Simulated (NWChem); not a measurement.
System: MgNH$_{2}$I; SMILES [I][Mg][NH2]

```xyz
5

Mg     0.0000     0.0000     1.5916
I      0.0000     0.0000    -0.9729
N      0.0000     0.0000     3.4728
H      0.0000    -0.8168     4.0768
H      0.0000     0.8168     4.0768
```
Atoms are numbered in this order, from 1.

All runs: NWChem. All runs use the structure optimised with PBE0/def2-SVP. No frequency run checked for a minimum. def2 effective core potentials on I; no spin-orbit coupling. Ions are spin-unrestricted doublets at the neutral geometry; other ion states weren't tried.

For level PBE/def2-SVP:

vertical ionisation energy, ΔSCF (eV): 8.38
−ε(HOMO) (eV): 5.10

Problem. Estimate the same quantities for level PBE0/def2-SVP.

Solution. 
| Property | Result |
|---|---|
| vertical ionisation energy, ΔSCF (eV) | 8.72 |
| −ε(HOMO) (eV) | 6.49 |
